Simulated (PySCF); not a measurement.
A PySCF script (with the pyscf-properties extension) for the NMR shieldings of SMILES NC[C@H]1[SiH2]CN[SiH2]1, C$_{3}$H$_{12}$N$_{2}$Si$_{2}$, on a GFN2-xTB geometry:

```python
import basis_set_exchange as bse
import numpy as np
from pyscf import gto, dft
from pyscf.prop import nmr

atoms = """
N     2.527702   -0.339170   -0.883181
C     1.782334   -0.512560    0.355423
C     0.534527    0.349244    0.299062
Si   -0.394210    0.110399   -1.344175
C    -2.196846    0.284916   -0.704393
N    -2.168722    0.371194    0.743869
Si   -0.762477    0.012020    1.647884
H     3.366264   -0.910773   -0.888532
H     2.812536    0.629575   -0.981265
H     1.506615   -1.568985    0.415810
H     2.375284   -0.272272    1.256383
H     0.850419    1.393309    0.375370
H    -0.209776   -1.229739   -1.904114
H    -0.111727    1.135360   -2.355111
H    -2.804722   -0.568333   -1.027516
H    -2.685702    1.178407   -1.107567
H    -3.081682    0.389851    1.168952
H    -0.711487    0.931218    2.789646
H    -0.638135   -1.374410    2.135994
"""
names = dict.fromkeys(["N", "C", "Si", "H"], "pcSseg-1")
basis = {el: gto.basis.parse(bse.get_basis(n, elements=[el], fmt="nwchem")) for el, n in names.items()}
mol = gto.M(atom=atoms, basis=basis, charge=0, verbose=0)
mf = dft.RKS(mol, xc="PBE0")
mf.grids.level = 2
mf.grids.alignment = dft.numint.BLKSIZE   # the property module wants whole blocks of grid points
mf.conv_tol = 1e-9
mf.kernel()

calc = nmr.RKS(mf)   # GIAO
C = mf.mo_coeff
Co = C[:, mf.mo_occ > 0]
resp = mf.gen_response(singlet=True, hermi=2)
def vind(x):   # induced exchange potential for any number of trial vectors
    d = np.einsum("pi,xij,qj->xpq", C, 2 * x.reshape(-1, C.shape[1], Co.shape[1]), Co, optimize=True)
    return np.einsum("xpq,pi,qj->xij", resp(d - d.transpose(0, 2, 1)), C, Co, optimize=True).ravel()
mo1, _ = nmr.rhf.solve_mo1(calc, with_cphf=vind)
sigma = calc.kernel(mo1)
for i, s in enumerate(sigma):   # ppm
    w = np.linalg.eigvalsh((s + s.T) / 2)
    print("%2d %-2s iso %8.1f  s11 %8.1f  s22 %8.1f  s33 %8.1f" % (i, mol.atom_pure_symbol(i), w.mean(), *w))
```

Q: What does it print?

A: 
```
 0 N  iso    211.1  s11    173.2  s22    208.0  s33    252.2
 1 C  iso    142.0  s11    127.3  s22    138.7  s33    160.0
 2 C  iso    172.9  s11    140.2  s22    174.8  s33    203.6
 3 Si iso    381.5  s11    337.7  s22    377.6  s33    429.3
 4 C  iso    158.0  s11    138.0  s22    141.8  s33    194.1
 5 N  iso    250.9  s11    197.9  s22    224.8  s33    330.1
 6 Si iso    371.5  s11    322.4  s22    356.9  s33    435.2
 7 H  iso     30.4  s11     23.0  s22     26.4  s33     41.8
 8 H  iso     31.2  s11     25.2  s22     29.8  s33     38.5
 9 H  iso     29.0  s11     24.2  s22     28.9  s33     34.0
10 H  iso     28.1  s11     21.7  s22     28.1  s33     34.4
11 H  iso     30.6  s11     26.6  s22     28.7  s33     36.4
12 H  iso     27.3  s11     23.1  s22     26.4  s33     32.3
13 H  iso     27.2  s11     23.3  s22     25.5  s33     32.9
14 H  iso     28.9  s11     23.6  s22     27.1  s33     36.2
15 H  iso     28.9  s11     23.4  s22     27.1  s33     36.3
16 H  iso     32.0  s11     20.7  s22     30.0  s33     45.2
17 H  iso     26.7  s11     23.1  s22     24.3  s33     32.6
18 H  iso     26.8  s11     23.1  s22     24.9  s33     32.4
```

These numbers come from an equivalent density-fitted implementation of the same equations, which agrees with the script to about 0.01 ppm for H and up to a few tenths of a ppm for heavy atoms, so last digits may differ.

Q: Turn these shieldings into chemical shifts. Scale: 15N (σref 267.73) vs NH3; 13C (σref 186.93) and 29Si (σref 349.16) and 1H (σref 31.72) vs TMS (reference shieldings calculated alike).

A: Averaging equivalent atoms: N 0: 56.6; N 5: 16.8; C 1: 44.9; C 4: 28.9; C 2: 14.1; Si 6: -22.4; Si 3: -32.4; H 17: 5.06; H 18: 4.93; H 13: 4.48; H 12: 4.46; H 10: 3.65; H 15: 2.82; H 14: 2.77; H 9: 2.68; H 11: 1.13; H 7/8: 0.95; H 16: -0.24 ppm. Experimental scales use liquid or dissolved standards, which lie at an offset from isolated NH3 (liquid NH3: subtract about 20 ppm).

Size and cost of the density-fitted run: 193 basis functions, 33 s wall time on 1 thread of an Arm Neoverse V1, shared host; peak memory 0.86 GiB.
